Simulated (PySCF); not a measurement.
The numbers below are computed, except where a source is named.
CH8NO2Si2

CH8NO2Si2 is a small molecule (built as: C site whose three back bonds go to OSiH3, NHSiH3, OH), neutral, doublet. The structure, one conformer, was relaxed in the gas phase by PBE0-D3(BJ)/def2-SVP. No frequency run checks that it is a minimum.

SMILES: O[C](N[SiH3])O[SiH3]

```tsv
atom	x (Å)	y (Å)	z (Å)
C1	0.388	-0.713	-0.786
O2	-0.012	0.595	-0.792
Si3	-1.631	1.079	-0.878
N4	1.049	-1.028	0.390
Si5	1.476	0.157	1.607
O6	-0.590	-1.621	-1.128
H7	-2.232	0.672	-2.182
H8	-1.569	2.562	-0.798
H9	-2.442	0.529	0.245
H10	1.342	-1.994	0.468
H11	2.208	-0.628	2.645
H12	2.366	1.232	1.080
H13	0.281	0.798	2.234
H14	-0.641	-1.656	-2.091
```

EPR values by unrestricted B3LYP, IGLO-III on C N O Si, pcH-1 on H.

Q: Predict g and the largest hyperfine couplings. Where does the spin sit?

A: g = 2.0021, 2.0030, 2.0033. The spin sits on C1 (81 %, bonded to 1 N + 2 O) by Mulliken populations.
| atom | isotope | isotropic (MHz) | dipolar, principal values (MHz) |
| --- | --- | --- | --- |
| C1 | 13C | 400.4 | -64.5, -63.0, 127.5 |
| O2 | 17O | -81.8 | -23.0, 11.0, 12.0 |
| O6 | 17O | -12.8 | -32.9, 15.9, 17.0 |
| H14 | 1H | 19.3 | -13.7, -7.6, 21.3 |
| N4 | 14N | 15.6 | -6.7, -6.0, 12.8 |
| Si3 | 29Si | -17.9 | -7.6, 3.3, 4.3 |

Q: How do the isotropic couplings move with BHandHLYP?

A: C1 400.4 to 446.4 MHz, O2 -81.8 to -77.5 MHz, O6 -12.8 to -12.8 MHz, H14 19.3 to 19.6 MHz.
